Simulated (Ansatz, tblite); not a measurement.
Removing an electron: BCl2(NH2) (BNCl2H2). The state is a singlet with charge 0. Geometry: PBE-D4/def2-TZVP. Ansatz, gas phase; energy differences of separate SCF runs; the oxidised species was run as a doublet alone.

Cartesian coordinates in Å:
```
B 0.5632 0.1192 -0.0762
Cl 1.3855 -0.3760 -1.5646
Cl 1.4691 0.9821 1.1773
N -0.7884 -0.1676 0.1071
H -1.2913 0.1011 0.9453
H -1.3381 -0.6588 -0.5889
```

The xTB rows come from tblite. Correlated methods freeze 12 core orbitals. In CCSD on the charge 1 doublet the largest single amplitude is 0.21, so its Hartree–Fock determinant may place the open shell otherwise than the density functionals do. HOMO above LUMO, or a gap near zero within one spin, warns that the state may not be the lowest or that an electron is smeared out.

(1) Estimate orbital energies and vertical ionisation energies at: GFN1-xTB; GFN2-xTB; HF/def2-TZVPP; PBE-D4/def2-TZVP; r2SCAN-D4/def2-TZVP; PBE0-D4/def2-TZVP; MP2/def2-TZVPP; CCSD/def2-TZVPP; CCSD(T)/def2-TZVPP.

Results:

(1) 
| level | −HOMO (eV) | vertical IE (eV) | −LUMO (eV) | HOMO–LUMO gap (eV) | remarks |
| --- | --- | --- | --- | --- | --- |
| GFN1-xTB | 12.36 | 15.22 | 6.24 | 6.12 | – |
| GFN2-xTB | 11.57 | 14.67 | 6.15 | 5.42 | – |
| HF/def2-TZVPP | – | 9.86 | – | – | – |
| PBE-D4/def2-TZVP | 7.15 | 10.38 | 0.88 | 6.27 | gap within one spin near zero (+1 doublet) |
| r2SCAN-D4/def2-TZVP | 7.48 | 10.54 | 0.55 | 6.93 | gap within one spin near zero (+1 doublet) |
| PBE0-D4/def2-TZVP | 8.56 | 10.73 | -0.11 | 8.67 | – |
| MP2/def2-TZVPP | – | 11.26 | – | – | – |
| CCSD/def2-TZVPP | – | 10.95 | – | – | – |
| CCSD(T)/def2-TZVPP | – | 10.95 | – | – | – |

Relaxing the oxidised species (PBE-D4/def2-TZVP) changes its energy by -0.17 eV at PBE-D4/def2-TZVP, so the adiabatic ionisation energy to this nearest minimum is 10.22 eV. At PBE0-D4/def2-TZVP it is 10.51 eV.    Raw xTB energy differences between charge states are shifted by several eV; the methods need an empirical correction for them.
